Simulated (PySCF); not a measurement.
# How methods differ on the ionisation energy of Br⁺

Br⁺ [Ar] 3d10 4s2 4p4 (3P) → Br²⁺ [Ar] 3d10 4s2 4p3 (4S), as a difference of total energies. Calculation: PySCF 2.14, in x2c-QZVPPall (11s8p5d4f1g, 97 functions); scalar relativity by spin-free X2C-1e. Correlated levels: valence: [Ar] 3d10 frozen. The calculations carry no spin-orbit coupling.

| method | ionisation energy (eV) |
| --- | --- |
| UHF | 20.239 |
| MP2 (valence) | 21.049 |
| SCS-MP2 (valence) | 21.141 |
| CCSD (valence) | 21.175 |
| CCSD(T) (valence) | 21.207 |

Errors of the correlated levels include the incompleteness of this basis and the frozen core.

Q: Which method comes closest to the reference value, and which is furthest?

A: The reference is 21.409 eV (measured; NIST levels, between the centres of gravity of the two terms). Closest: CCSD(T) (valence) (error -0.202 eV); furthest: UHF (error -1.170 eV).
